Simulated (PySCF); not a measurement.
# Ar⁺ (argon, charge +1): UHF calculation

Configuration: [Ne] 3s2 3p4 3d1, one real determinant (an excited configuration). All numbers are calculated (PySCF 2.14, no relativity, point nucleus, in aug-cc-pV(5+d)Z (8s7p6d4f3g2h, 136 functions)).

```
Total energy                                                  : -525.698908 hartree
One-electron energy                                           : -716.8774 hartree
Hartree (Coulomb) energy                                      : 220.9817 hartree
Exchange energy                                               : -29.8031 hartree
Kinetic energy                                                : 525.61354 hartree
⟨S²⟩                                                          : 3.7648
⟨L²⟩                                                          : 8.082
Sum of ⟨r⟩                                                    : 14.36 bohr
Sum of ⟨r²⟩                                                   : 23.18 bohr²
Traceless quadrupole moment −½Σ⟨3z² − r²⟩ along its main axis : 0.760 e·bohr²
Density at the nucleus (Gaussians lack the cusp)              : 3830 bohr⁻³
Spin density at the nucleus                                   : -0.0301 bohr⁻³
Langevin diamagnetic susceptibility                           : -18.4 ×10⁻⁶ cm³/mol
```

| shell | electrons | mean orbital energy (hartree) | spread (hartree) | rms radius, mean of both spins (bohr) |
| --- | --- | --- | --- | --- |
| 1s α | 1 | -119.32433 | 0 | 0.0998 |
| 1s β | 1 | -119.29386 | 0 | 0.0998 |
| 2s α | 1 | -12.98767 | 0 | 0.448 |
| 2s β | 1 | -12.95430 | 0 | 0.448 |
| 2p α | 3 | -10.24872 | 0.02952 | 0.417 |
| 2p β | 3 | -10.19094 | 0.03422 | 0.417 |
| 3s α | 1 | -1.92287 | 0 | 1.47 |
| 3s β | 1 | -1.60603 | 0 | 1.47 |
| 3p α | 3 | -1.21029 | 0.11922 | 1.65 |
| 3p β | 1 | -1.07855 | 0 | 1.65 |
| 3d α | 1 | -0.40298 | 0 | 2.56 |

⟨L²⟩ = 8.08 against 12 for a pure F term, so this real determinant mixes terms. The outer electron is Rydberg-like, and this basis confines it to a smaller radius and binds it less than a complete one would.

Spin-orbit constants ζ (cm⁻¹) from the X2C one-electron operator on these orbitals (non-relativistic here): bare nucleus, nucleus screened by l(l+1)(2l+1)/3 electrons, and screened by the Breit-Pauli mean field of the electrons.

```json
{"shell": "2p", "bare": "12920", "screened nucleus": "11480", "mean field": "10830"}
{"shell": "3p", "bare": "1123", "screened nucleus": "997.8", "mean field": "930.2"}
{"shell": "3d", "bare": "50.83", "screened nucleus": "22.59", "mean field": "16.51"}
```

To first order the Landé constant is A = -99.68 cm⁻¹, so the lowest level has J = 9/2 and lies 0.0556 eV below the centre of the term. This holds in LS coupling only.
